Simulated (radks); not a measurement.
The numbers below are computed, except where a source is named.
All-electron atom: F4+ in 1s1 2s2 2p2 (not the ground configuration).

Level of theory: non-relativistic Kohn-Sham, TASK exchange with Perdew-Wang LDA correlation, spin-polarised, spherical densities, point nucleus; open shells are filled with parallel spins first; meta-GGA in the generalised Kohn-Sham scheme (a radial shooting solver on a logarithmic mesh with Libxc functionals).

Energy parts (eV):
| part | energy |
|---|---|
| total | -1814.164 |
| kinetic | 1808.855 |
| electron-nucleus | -3975.674 |
| Hartree | 522.693 |
| exchange-correlation | -170.038 |

Orbitals (lengths in bohr, moments of r in powers of bohr; r(max) is where P^2 peaks; r(90%) holds 90 % of the orbital's charge):
orbital,occ.,eigenvalue (eV),<r^2>,r(max),r(90%),<r^4>
1s up,1,-874.5557,0.03880,0.1116,0.303,0.003885
2s up,1,-131.5050,0.7239,0.6553,1.21,0.9027
2s down,1,-121.4809,0.7839,0.6780,1.26,1.065
2p up,2,-114.6923,0.5974,0.5387,1.14,0.7111

The highest occupied level is 2p up at -114.69 eV. Spin moment in Bohr magnetons: 3. Virial ratio -V/T = 2.00293. The electron density at the nucleus is 266.1 e/bohr^3. The spin density at the nucleus is 229.5 e/bohr^3 (1s 227.7, 2s 1.8), a Fermi contact field of 1.2e+04 T. The density falls to 0.001 e/bohr^3 at r = 2.02 bohr.

Empty levels of this run are not shown, since the potential may be unsettled where no density lies.
